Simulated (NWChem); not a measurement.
Molecule: GeH4O3; SMILES [OH][GeH]([OH])[OH]

```xyz
8

Ge     0.0000     0.0000     0.4304
O      1.4511    -0.7848    -0.2068
O     -0.0459     1.6490    -0.2068
O     -1.4052    -0.8643    -0.2068
H      0.0000     0.0000     1.9554
H      1.2206    -1.5002    -0.8110
H      0.6889     1.8072    -0.8110
H     -1.9095    -0.3070    -0.8110
```
Atoms are numbered in this order, from 1.

Computed with NWChem. The geometry was optimised at PBE0/def2-SVP. LC-ωPBE (HJS hole) with def2-SVP; x = 1 − exp(−ω/0.25 bohr⁻¹) is a scale chosen for this fit.

```
row           x  −ε(HOMO) (eV)
--------  -----  -------------
ω = 0.15  0.451           9.01
ω = 0.20  0.551       withheld
ω = 0.25  0.632          10.16
ω = 0.35  0.753          11.07
ω = 0.40  0.798          11.45
```

Fit a straight line of the last column on the one before it, predict the withheld value, and compare with the run.


1. Means of the 4 shown rows: x = 0.6585, y = 10.422. Slope Σ(x − x̄)(y − ȳ)/Σ(x − x̄)² = 0.5046/0.07215 = 6.994; intercept 5.817.
2. The shown rows scatter about the line by 0.051 (root mean square); the largest residual is -0.08, at ω = 0.25.
3. At x = 0.551 (ω = 0.20; inside the shown range) the line gives 9.67.
4. The run gives 9.62, -0.05 from the line, 1.0 times the scatter.
